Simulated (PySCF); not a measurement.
**How methods differ on the ionisation energy of C⁺**

C⁺ [He] 2s2 2p1 (2P) → C²⁺ [He] 2s2 (1S), as a difference of total energies. Calculation: PySCF 2.14, in cc-pVDZ (3s2p1d, 14 functions); no relativity, point nucleus. Correlated levels: valence: 1s2 frozen. The calculations carry no spin-orbit coupling.

```csv
method,ionisation energy (eV)
UHF,24.189
MN15,24.470
PBE0,24.880
MP2 (valence),24.240
SCS-MP2 (valence),24.193
CCSD (valence),24.046
CCSD(T) (valence),24.063
```

Question: How much does correlation contribute at CCSD(T) (valence)?

Answer: 24.063 − (24.189) = -0.126 eV, measured against UHF.

Errors of the correlated levels include the incompleteness of this basis and the frozen core.

The coupled-cluster amplitudes are large for C²⁺ (T1 above 0.03 or a double amplitude above 0.15), so a single reference is strained.

For comparison: 24.378 eV (measured; NIST levels, between the centres of gravity of the two terms).
